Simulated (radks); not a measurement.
Results of a calculation; reference values are marked as such.
Problem. Isoelectronic series with 11 electrons, each ion in its NIST ground configuration. Code: a radial shooting solver on a logarithmic mesh with Libxc functionals. Model: scalar-relativistic Kohn-Sham, BLYP, spin-polarised, spherical densities, finite nucleus; open shells are filled with parallel spins first (spin-orbit coupling, left out, can overturn this in heavy ions); Fermi nuclear charge, rms radius of each element as measured or else 0.836 A^(1/3) + 0.57 fm. Total energies (hartree) and orbital eigenvalues (hartree):

ion,configuration,E (hartree),3s up,2p down,2p up,2s down
Si3+,[Ne] 3s1,-287.90402,-1.48596,-4.84436,-4.85428,-6.44887
Cl6+,[Ne] 3s1,-450.84743,-3.94913,-10.98812,-11.00515,-13.20062
Ca9+,[Ne] 3s1,-651.48262,-7.44511,-19.41948,-19.44343,-22.27294
V12+,[Ne] 3s1,-890.05821,-11.96888,-30.13267,-30.16349,-33.67132
Fe15+,[Ne] 3s1,-1166.88969,-17.52444,-43.13210,-43.16978,-47.41539
Cu18+,[Ne] 3s1,-1482.35237,-24.11973,-58.42676,-58.47134,-63.53276
Ge21+,[Ne] 3s1,-1836.88070,-31.76540,-76.02872,-76.08023,-82.05742
Br24+,[Ne] 3s1,-2230.97151,-40.47440,-95.95245,-96.01099,-103.0295
Sr27+,[Ne] 3s1,-2665.18498,-50.26185,-118.2147,-118.2803,-126.4952
Nb30+,[Ne] 3s1,-3140.14835,-61.14511,-142.8343,-142.9071,-152.5072
Ru33+,[Ne] 3s1,-3656.56067,-73.14383,-169.8321,-169.9123,-181.1249
Ag36+,[Ne] 3s1,-4215.20460,-86.28020,-199.2311,-199.3187,-212.4156
Sn39+,[Ne] 3s1,-4816.93819,-100.5790,-231.0563,-231.1515,-246.4540
I42+,[Ne] 3s1,-5462.71696,-116.0679,-265.3347,-265.4377,-283.3243
Ba45+,[Ne] 3s1,-6153.5951,-132.7779,-302.0956,-302.2065,-323.1204
Pr48+,[Ne] 3s1,-6890.7410,-150.7434,-341.3702,-341.4893,-365.9473
Sm51+,[Ne] 3s1,-7675.4053,-170.0022,-383.1922,-383.3197,-411.9202
Tb54+,[Ne] 3s1,-8509.0855,-190.5980,-427.5971,-427.7333,-461.1743
Er57+,[Ne] 3s1,-9393.2296,-212.5764,-474.6234,-474.7684,-513.8492
Lu60+,[Ne] 3s1,-10329.6566,-235.9916,-524.3112,-524.4655,-570.1135
W63+,[Ne] 3s1,-11320.3603,-260.9038,-576.7034,-576.8673,-630.1557

Estimate the row of Ir66+ ([Ne] 3s1).

Solution. E (hartree) -12367.3998; 3s up -287.3779; 2p down -631.8456; 2p up -632.0194; 2s down -694.1785.
